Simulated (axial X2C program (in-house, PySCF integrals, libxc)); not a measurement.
Working with the constants of HgC⁺

A bond curve at the CCSD(T) level, 2c, was computed with an axial X2C code built on PySCF integrals (basis Hg dyall-cv3z [13s14p9d6f4g], C dyall-v3z [7s6p2d1f] (cores contracted in-house)) for the state Ω = 1/2 (⟨Sz⟩ = -0.50, ⟨Lz⟩ = 1.00 at HF). Its fit gives Re = 2.1686 Å, ωe = 415.3 cm⁻¹, ωexe = 2.56 cm⁻¹ and αe = 3.105e-03 cm⁻¹; the masses are 201.9706 and 12.0000 u. Two-component means X2C with spin–orbit coupling and atomic mean-field Coulomb and Gaunt terms.

Correlated methods: 15 electrons correlated (number of frozen shells: Hg 5 s, 4 p, 2 d, 1 f; C 1 s), 265 virtual spin orbitals or spinors in MP2, 90 natural virtuals in coupled cluster.

Question: Find the reduced mass, Be and the force constant.

Answer: From the CCSD(T) values: μ = 11.3270 u. Be = 16.8576/(μ Re²) = 0.3165 cm⁻¹. k = 5.8918×10⁻⁷ μ ωe² = 1.15 mdyn/Å.

Question: Estimate the centrifugal constant by the Kratzer relation.

Answer: D = 4Be³/ωe² = 7.35e-07 cm⁻¹.

Question: Where do the fundamental and the first overtone lie?

Answer: ν(1←0) = ωe − 2ωexe = 410.2 cm⁻¹; ν(2←0) = 2ωe − 6ωexe = 815.2 cm⁻¹.

Question: A Morse curve ties αe to the other constants (Pekeris). How well does that hold?

Answer: αe(Morse) = 6Be²/ωe × (√(ωexe/Be) − 1) = 2.668e-03 cm⁻¹; the CCSD(T) curve gives 3.105e-03 cm⁻¹, a ratio of 0.86.

Occupations by symmetry block were frozen at the best pattern of an incomplete PBE0 search. CCSD and (T) use frozen natural virtuals with an MP2 correction for the truncation; (T) itself is uncorrected, so its De runs slightly low.
